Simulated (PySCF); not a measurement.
# Electron correlation in P (phosphorus, neutral)

[Ne] 3s1 3p4, high-spin 4P determinant (an excited configuration). Computed with PySCF 2.14 in dyall-av3z (19s12p3d2f, 84 functions), with no relativity, point nucleus. Frozen: [Ne]; 5 electrons correlated; the 26 highest virtual orbitals of each spin left out.

| level | correlation energy (mhartree) |
| --- | --- |
| CCSD | -113.01 |
| (T) | -9.83 |
| CCSD(T) | -122.84 |

Diagnostics: T1 = 0.038, D1 = 0.1123, largest double amplitude 0.220.

T1 exceeds 0.03, a sign that the reference determinant is poor. A double-excitation amplitude exceeds 0.15, a sign of near-degeneracy.

Cost of the coupled-cluster step: roughly 8 core-seconds, for 5 correlated electrons.
